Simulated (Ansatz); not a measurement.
YBr3⁺. Charge 1, multiplicity 2. Geometry r2SCAN-D4/def2-SVP; atoms count from 1.

```xyz
4

Y    -0.452   -0.858    0.019
Br   -1.292    1.595   -0.571
Br    1.177    0.267   -1.755
Br    0.567   -1.004    2.306
```

In the def2 sets Y takes a core potential; there is no spin–orbit coupling. No other spin state of charge 1 was run.

Question: Estimate the Mulliken populations from the PBE0/def2-TZVP orbitals of Ansatz.

Answer: 
```json
{"atom": "Y1", "charge (e)": "1.32", "spin (α − β)": "-0.05", "d electrons": "1.14"}
{"atom": "Br2", "charge (e)": "-0.04", "spin (α − β)": "0.52", "d electrons": "–"}
{"atom": "Br3", "charge (e)": "-0.04", "spin (α − β)": "0.52", "d electrons": "–"}
{"atom": "Br4", "charge (e)": "-0.23", "spin (α − β)": "0.01", "d electrons": "–"}
```
Mulliken values and Mayer orders depend strongly on the basis.

Question: Where does the spin sit?

Answer: Summed by element: Y -0.05, Br 1.05, of 1 unpaired in all. Largest on single atoms: Br3 0.52, Br2 0.52, Y1 -0.05.

Question: And the Mayer bond orders between bonded heavy atoms (over 0.3)?

Answer: Y1–Br2 0.80 (2.66 Å); Y1–Br3 0.80 (2.66 Å); Y1–Br4 1.31 (2.51 Å). Values over 0.3 also appear between atoms too far apart for a bond (Br2–Br3 0.45 at 3.04 Å); they arise where an orbital or an unpaired electron spreads over both atoms.
